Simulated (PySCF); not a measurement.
# Sn(36+) (tin, charge +36): Hartree-Fock from Schrödinger to Dirac-Coulomb-Breit

Occupied: 1s1/2, 2s1/2, 2p1/2, 2p3/2, 3s1/2, 3p1/2. Hartree-Fock calculated with PySCF 2.14 in an even-tempered Gaussian basis (17 s from 3 bohr⁻², ratio 2.7; 13 p from 3.7 bohr⁻², ratio 2.7), Gaussian nucleus throughout. NR is non-relativistic, sf-X2C the spin-free one-electron X2C Hamiltonian, X2C adds the bare one-electron spin-orbit term, X2C-SNSO screens it by Boettger's factors, DC is four-component Dirac-Coulomb, and the Gaunt and Breit terms are added at first order (total energies over the DC spinors, levels after relaxing the spinors in that mean field). QED terms are absent. Levels marked empty are virtual spinors of this ion; the basis has s and p functions only, so 3d, which can lie below the n = 4 levels, is absent.

```
Hamiltonian  E (hartree)  E − E(DC) (hartree)  CPU seconds
        X2C   -5096.7608               1.1854         0.18
   X2C-SNSO   -5096.5217               1.4245         0.18
         DC   -5097.9462               0.0000          7.9
   DC+Gaunt   -5093.6387               4.3075           13
   DC+Breit   -5094.0299               3.9163           39
```

| level (eV) | X2C | X2C-SNSO | DC | DC+Gaunt | DC+Breit |
| --- | --- | --- | --- | --- | --- |
| 1s1/2 | -31453.6 | -31454.0 | -31477.9 | -31409.7 | -31414.3 |
| 2s1/2 | -6527.6 | -6527.8 | -6530.6 | -6524.0 | -6524.4 |
| 2p1/2 | -6251.4 | -6244.1 | -6245.2 | -6233.7 | -6234.9 |
| 2p3/2 | -5992.2 | -5995.3 | -5997.4 | -5989.4 | -5990.6 |
| 3s1/2 | -2531.5 | -2531.6 | -2532.2 | -2530.6 | -2530.8 |
| 3p1/2 | -2440.7 | -2438.9 | -2439.2 | -2436.4 | -2436.7 |
| 3p3/2 (empty) | -2304.8 | -2305.6 | -2306.0 | -2304.2 | -2304.6 |
| 4s1/2 (empty) | -1284.5 | -1284.5 | -1284.7 | -1284.2 | -1284.2 |

```
interval (eV)    X2C  X2C-SNSO     DC  DC+Gaunt  DC+Breit
2p3/2 − 2p1/2  259.2     248.8  247.7     244.2     244.3
```

Weight of the small component: 1s1/2 0.0338, 2s1/2 0.00739, 2p1/2 0.00734, 2p3/2 0.00701, 3s1/2 0.00270, 3p1/2 0.00266, 3p3/2 0.00254, 4s1/2 0.00123.

Koopmans' value for the highest occupied level at DC+Breit: 2436.7 eV, against an ionisation energy of 2443 ± 5 eV (semi-empirical (NIST evaluation); NIST Atomic Spectra Database, ionization energies); the former lacks relaxation, correlation, QED and recoil.

The whole ladder took 62 s of wall time on 1 thread of Neoverse-V2 (shared host), launched as `OMP_NUM_THREADS=1 python relrun2.py TASK.json OUT` (a driver that calls PySCF for each Hamiltonian).
